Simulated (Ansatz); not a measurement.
Reaction (hydrogenolysis of a C–C bond): `CC(C)(C)[CH2][Sn]([F])([F])[F]` + H₂ → `[CH3][Sn]([F])([F])[F]` + `CC(C)C`

Gas-phase electronic energies from Ansatz, PBE0-D4/def2-TZVP geometries. CCSD(T)/CBS is the MP2 limit (def2-TZVPP, def2-QZVPP) plus CCSD(T) − MP2 in def2-TZVPP, frozen cores. This one scheme is used for every species. DFT in def2-TZVPP. Elements past krypton have def2 core potentials. For Sn outer-core shells are correlated without core-valence functions, which leaves a few kJ/mol of doubt a bond. Each species was taken in one conformer, which may not be the lowest.

```json
{"level": "r2SCAN-D4", "ΔE (kcal/mol)": "-12.4", "difference from CCSD(T)/CBS": "-1.2"}
{"level": "r2SCANh-D4", "ΔE (kcal/mol)": "-12.8", "difference from CCSD(T)/CBS": "-1.6"}
{"level": "ωB97X-V", "ΔE (kcal/mol)": "-13.0", "difference from CCSD(T)/CBS": "-1.8"}
{"level": "B2PLYP", "ΔE (kcal/mol)": "-15.8", "difference from CCSD(T)/CBS": "-4.6"}
{"level": "CAM-B3LYP", "ΔE (kcal/mol)": "-17.8", "difference from CCSD(T)/CBS": "-6.6"}
{"level": "LC-ωPBE", "ΔE (kcal/mol)": "-16.7", "difference from CCSD(T)/CBS": "-5.5"}
{"level": "CCSD/def2-SVP", "ΔE (kcal/mol)": "-12.4", "difference from CCSD(T)/CBS": "-1.2"}
{"level": "CCSD(T)/def2-SVP", "ΔE (kcal/mol)": "-10.5", "difference from CCSD(T)/CBS": "0.7"}
{"level": "CCSD(T)/def2-TZVPP", "ΔE (kcal/mol)": "-11.5", "difference from CCSD(T)/CBS": "-0.3"}
{"level": "MP2/CBS(def2)", "ΔE (kcal/mol)": "-9.2", "difference from CCSD(T)/CBS": "2.0"}
{"level": "CCSD(T)/CBS", "ΔE (kcal/mol)": "-11.2", "difference from CCSD(T)/CBS": "0"}
```

Largest T1 diagnostic among the species: 0.014.

The D4 term adds +6.2 kcal/mol with B3LYP and +3.5 kcal/mol with PBE0; it sums over pairs of atoms, weighted by their polarisabilities, and B3LYP, whose exchange is more repulsive, gets the larger term. From PBE to PBE0 (25 % exact exchange), in def2-TZVPP and without D4, ΔE moves by −0.8 kcal/mol.

CCSD(T)/CBS has its own doubt, a few kJ/mol and more with outer-core shells, so smaller differences from it don't rank the levels.

B3LYP here is the variant with VWN-RPA as its local correlation; programs differ in this.
